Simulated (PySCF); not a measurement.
Gas-phase reaction: SnF4 + 6 H + 3 SnH2 → 4 SnH3F. Level: ωB97M-V/def2-TZVP†; standard pressure 1 bar.

Energies from PySCF, thermal terms from the rigid-rotor harmonic-oscillator model, ideal gas at 1 bar. † marks an energy on the PBE0/def2-TZVP geometry and frequencies. Open shells (unrestricted): H (multiplicity 2); the rest are closed-shell singlets. Sn: scalar-relativistic def2 core potential, no spin-orbit coupling. SnH2, SnH3F: computed as isolated molecules; such fragments, hydroxides, amides, oligomers or adducts are transient or little studied in the gas. The harmonic model lacks anharmonicity and excited electronic states, which grow with temperature; levels with a mode under 35 cm⁻¹ are left out.

```json
[
 {"T (K)": "1000", "1000/T (1/K)": "1.0000", "log10 K": "47.94"},
 {"T (K)": "1200", "1000/T (1/K)": "0.8333", "log10 K": "33.86"},
 {"T (K)": "1400", "1000/T (1/K)": "0.7143", "log10 K": "?"},
 {"T (K)": "1600", "1000/T (1/K)": "0.6250", "log10 K": "16.26"},
 {"T (K)": "1800", "1000/T (1/K)": "0.5556", "log10 K": "10.40"},
 {"T (K)": "2000", "1000/T (1/K)": "0.5000", "log10 K": "5.72"}
]
```

Fit log10 K = a + b·(1000/T) to the five rows, get the mean ΔH° and ΔS°, and predict log10 K at 1400 K.

Means: 1000/T = 0.7028, log10 K = 22.836. Sums of products about the means: Sxy = 14.71286, Sxx = 0.174207, so b = Sxy/Sxx = 84.46 and a = 22.836 − (84.46)×0.7028 = -36.52.
ΔH° = −R ln 10 × 1000 K × b = −19.145 × (84.46) = -1617 kJ; ΔS° = R ln 10 × a = -699 J/K. The run's own values go from -1616 kJ and -699 J/K at 1000 K to -1612 kJ and -696 J/K at 2000 K.
Prediction at 1400 K: -36.52 + (84.46)×0.7143 = 23.81. The computed value is 23.80, 0.01 from the line.
For scale, ΔH°(298 K) is -1589 kJ at this level, -1609 kJ at ωB97X-V/def2-TZVP†, and runs from -1734 to -1272 kJ over the 18 levels computed.
